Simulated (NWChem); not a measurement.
System: MoN2H3OF; SMILES [NH2][Mo]([F])(=[NH])=[O]

The following NWChem deck was run.

```
start job
memory heap 200 mb stack 900 mb global 1100 mb
geometry units angstroms noautoz
  Mo    -0.031869     0.023866     0.004921
  O      0.025176    -0.198479     1.664603
  N     -1.646883    -0.094923    -0.590098
  H     -2.629273    -0.216976    -0.346011
  F      0.675437     1.683993    -0.455208
  N      0.935294    -1.392800    -0.854350
  H      1.750859    -1.828544    -0.429858
  H      0.602248    -1.928995    -1.649953
end
basis spherical
  Mo library def2-svp
  O library def2-svp
  N library def2-svp
  H library def2-svp
  F library def2-svp
end
ecp
  Mo library def2-ecp
end
dft
  xc m06-l
  iterations 150
  mulliken
end
task dft energy
```

The geometry was optimised at PBE0/def2-SVP. No frequency run checked for a minimum. def2 effective core potentials on Mo; no spin-orbit coupling.

Q: What results follow from this input? (M06-L/def2-SVP with def2 effective core potentials on Mo.) Quantities: energy (Ha); highest occupied level (eV); orbital gap (eV); dipole (D).

A: 
```
Item                           Value
---------------------------  -------
energy (Ha)                  -354.50
highest occupied level (eV)    -6.94
orbital gap (eV)                4.51
dipole (D)                      3.11
```
